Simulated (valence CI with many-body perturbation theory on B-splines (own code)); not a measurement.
Hyperfine factors and g values of Ru28+

Calculated by relativistic CI+MBPT: six valence electrons over a frozen Dirac-Fock core [Ne], radial functions for each j: 9 s, 9 p, 8 d, 6 f, 3 g, 1 h, with the one-electron correlation potential Σ1, the two-electron term Σ2, the three-electron term Σ3, Breit, model QED; selected CI, second order for the rest, scaled by the run's own slope (own B-spline code, finite nucleus).

No measured spectrum was set against this ion. As an estimate, large intervals hold to a few tenths of a per cent, small ones and those within an open d or f shell to about a per cent. Among the levels kept, up to 1500 cm⁻¹ of a level comes from second order outside the variational space, and about a tenth of that is noise between levels of different J, which matters for small intervals.

A/g_I is the dipole constant over the nuclear g factor μ/I (μ in nuclear magnetons, uniformly magnetised nucleus), B/Q the quadrupole constant per barn. Both hold the static response of the core; the bare values leave it out. Large factors of s and p1/2 electrons are usually good to 5 to 10 %; those of open d and f shells near neutrality can be off by tens of per cent, and small factors of p3/2, d and f electrons come from cancelling terms and can be off by a factor of two or in sign, in half-filled shells by more. B is blank for J = 1/2, where it vanishes, and for nearly pure S terms. Energies count from the lowest level. Levels with J = 0 are left out.

Levels are named by their leading jj configuration (3d3/2^4 stands for four electrons in 3d with j = 3/2), which in mixed levels can hold well under half, so a name can repeat and another be missing. Letters in brackets count levels of one name in rising energy.

```
                             Level  E (eV)      g  A/g_I (MHz)  A/g_I bare  B/Q (MHz/b)  B/Q bare
        (3s^2 3p1/2^2 3p3/2^2) J=2    0.00  1.381        31700       31600        19400     18900
          (3s^2 3p1/2 3p3/2^3) J=1   27.53  1.498        -6350       -5110       -29900    -29300
          (3s^2 3p1/2 3p3/2^3) J=2   33.09  1.112        72600       70900       -79500    -77700
          (3s 3p1/2^2 3p3/2^3) J=2  105.74  1.489       134000      131000       -48900    -47800
(3s^2 3p1/2^2 3p3/2 3d3/2) J=1 [a]  112.30  1.298       -13700      -11800        -1220     -1320
    (3s^2 3p1/2^2 3p3/2 3d3/2) J=2  117.51  1.059        24500       24600        -7580     -7230
    (3s^2 3p1/2^2 3p3/2 3d3/2) J=3  119.23  1.266        18400       19000        26300     26000
    (3s^2 3p1/2^2 3p3/2 3d5/2) J=4  124.63  1.350        12100       12800        32000     32200
(3s^2 3p1/2^2 3p3/2 3d3/2) J=1 [b]  125.21  1.402        -4500       -2780       -11500    -11500
    (3s^2 3p1/2^2 3p3/2 3d5/2) J=2  129.59  1.321        18100       18700       -22800    -22200
    (3s^2 3p1/2^2 3p3/2 3d5/2) J=3  136.05  1.078        15800       16100        38600     38500
            (3s 3p1/2 3p3/2^4) J=1  139.23  1.099       186000      180000       -18800    -18400
(3s^2 3p1/2 3p3/2^2 3d3/2) J=1 [a]  140.31  0.758        24400       24100         -853      -694
(3s^2 3p1/2 3p3/2^2 3d3/2) J=2 [a]  141.87  0.970        50000       49200       -51000    -49800
(3s^2 3p1/2 3p3/2^2 3d3/2) J=3 [a]  144.61  1.137        42000       41700       -30000    -29300
(3s^2 3p1/2 3p3/2^2 3d5/2) J=3 [a]  147.59  1.261         1790        2670        21100     21000
(3s^2 3p1/2 3p3/2^2 3d5/2) J=1 [a]  148.72  0.725        59000       57300        -6660     -6400
(3s^2 3p1/2 3p3/2^2 3d5/2) J=4 [a]  149.01  1.182        26500       26600        16100     16400
(3s^2 3p1/2 3p3/2^2 3d5/2) J=4 [b]  151.22  1.173        23700       23900        38800     38500
(3s^2 3p1/2 3p3/2^2 3d5/2) J=4 [c]  154.80  1.126        37400       37000        -8140     -7180
(3s^2 3p1/2 3p3/2^2 3d3/2) J=2 [b]  156.02  0.931        52100       51500        29900     29700
    (3s^2 3p1/2 3p3/2^2 3d5/2) J=5  156.75  1.197        35100       34800        13000     13600
(3s^2 3p1/2 3p3/2^2 3d5/2) J=1 [b]  162.11  1.366        20300       21100         5790      5600
(3s^2 3p1/2 3p3/2^2 3d5/2) J=2 [a]  165.31  1.231        -7640       -6400        42600     41900
(3s^2 3p1/2 3p3/2^2 3d3/2) J=2 [c]  166.56  1.186        32500       32400        18600     18300
(3s^2 3p1/2 3p3/2^2 3d3/2) J=3 [b]  167.59  1.151        20900       21200       -14300    -13300
(3s^2 3p1/2 3p3/2^2 3d5/2) J=3 [b]  169.13  1.166        35200       35000        46800     46300
(3s^2 3p1/2 3p3/2^2 3d5/2) J=2 [b]  170.96  1.131        44100       43500         4870      4740
(3s^2 3p1/2 3p3/2^2 3d3/2) J=1 [b]  171.56  1.365        37800       37200       -16000    -15600
(3s^2 3p1/2 3p3/2^2 3d3/2) J=3 [c]  173.85  1.092        31500       31300         6360      6520
(3s^2 3p1/2 3p3/2^2 3d3/2) J=1 [c]  176.57  1.437        25100       25900        -1850     -1740
```

**Question.** Take the isotope of mass number 99, with I = 5/2, μ = -0.641 μN and Q = 0.079 b. What is the hyperfine structure of (3s^2 3p1/2^2 3p3/2 3d5/2) J=4?

**Answer.** From the table A = -3110 MHz, B = 2530 MHz. Shifts from the centre of gravity in MHz: F = 3/2: 40100, F = 5/2: 31600, F = 7/2: 20000, F = 9/2: 5470, F = 11/2: -11500, F = 13/2: -30500.
